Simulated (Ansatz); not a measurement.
[GeH5]− (SMILES [H][Ge-]([H])([H])([H])[H]): methods side by side

The species is [GeH5]− (6 atoms), meant as a singlet with charge -1. As SMILES, `[H][Ge-]([H])([H])([H])[H]`. Geometry: a GFN2-xTB relaxation, a rough one for these elements and not checked as a minimum.

```xyz
6

Ge    0.0002   -0.0010    0.0066
H    -0.0235   -0.0057    1.7687
H     0.0220    0.0095   -1.7749
H     1.5149    0.0110    0.0157
H    -0.7670    1.3041    0.0001
H    -0.7465   -1.3178   -0.0161
```

Each level gives the energy change with the Ge1–H6 bond stretched from 1.514 to 1.892 Å (eV). The values are calculated.

| level | kind | program | value (eV) | less FCI/STO-3G |
| --- | --- | --- | --- | --- |
| BLYP/STO-3G (restricted) | GGA | Ansatz | 0.87 | +0.10 |
| PBE/STO-3G (restricted) | GGA | Ansatz | 0.88 | +0.11 |
| B3LYP/STO-3G (restricted) | global hybrid | Ansatz | 0.94 | +0.17 |
| r2SCAN0/STO-3G (restricted) | hybrid meta-GGA | Ansatz | 0.99 | +0.22 |
| HSE06/STO-3G (restricted) | range-separated hybrid | Ansatz | 0.95 | +0.18 |
| wB97X/STO-3G (restricted) | range-separated hybrid | Ansatz | 1.00 | +0.23 |
| RPA@PBE/STO-3G (restricted) | RPA | Ansatz | 0.65 | -0.12 |
| CCSD(T)/STO-3G (restricted) | coupled cluster or CI | Ansatz | 0.78 | +0.01 |
| FCI/STO-3G | exact in the basis | Ansatz | 0.77 | 0.00 |

FCI/STO-3G is exact within its basis and frozen core, so for wave-function methods in that basis the difference is their error; functionals converge differently with the basis, so for them it is only a difference. All-electron rows without a relativistic Hamiltonian named are non-relativistic. Sets without diffuse functions describe the anion poorly. The first shape isn't each level's own minimum. The values span 0.65 to 1.00 eV. All rows use very small basis sets, so none should be taken for the real molecule's value. In the correlated wave-function rows the outer d shell of Ge is correlated, in sets not made for it.
